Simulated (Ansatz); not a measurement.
Start from `BN(C=C)[SiH2][SiH3]` and change one atom or group to get `BN(C)[SiH2][SiH3]`.

Ansatz, PBE0-D4/def2-TZVP geometries, multiplicity 1. Each molecule was computed in one conformer, which needn't be the lowest.

| property | `BN(C=C)[SiH2][SiH3]` |
| --- | --- |
| LUMO energy (PBE/def2-TZVPP) / eV | -1.68 |
| HOMO energy (ωB97M-V/def2-TZVPP) / eV | -9.24 |
| HOMO–LUMO gap (B3LYP/def2-TZVPP) / eV | 5.92 |
| size of the dipole moment (PBE/def2-TZVPP) / D | 0.95 |
| HOMO energy (PBE/def2-TZVPP) / eV | -6.06 |
| zero-point energy (PBE0-D4/def2-TZVP) / kJ/mol | 298.7 |

(1) Give the same properties after the change, and the shifts. (An estimate is asked.)

Answers

(1) Computed: 
```tsv
property	`BN(C)[SiH2][SiH3]`	shift
LUMO energy (PBE/def2-TZVPP) / eV	-1.15	0.53
HOMO energy (ωB97M-V/def2-TZVPP) / eV	-10.34	-1.10
HOMO–LUMO gap (B3LYP/def2-TZVPP) / eV	7.40	1.48
size of the dipole moment (PBE/def2-TZVPP) / D	1.42	0.47
HOMO energy (PBE/def2-TZVPP) / eV	-6.82	-0.76
zero-point energy (PBE0-D4/def2-TZVP) / kJ/mol	285.4	-13.3
```

With PBE0 the HOMO falls by 0.97 eV and the LUMO rises by 0.53 eV, so the gap widens by about 1.50 eV. PBE moves the HOMO by -0.76 eV and ωB97M-V by -1.10 eV. The zero-point energy changes by -13.3 kJ/mol with -3 modes. Dipoles are sizes alone; their direction can turn.

B3LYP here is the variant with VWN-RPA as its local correlation; programs differ in this.
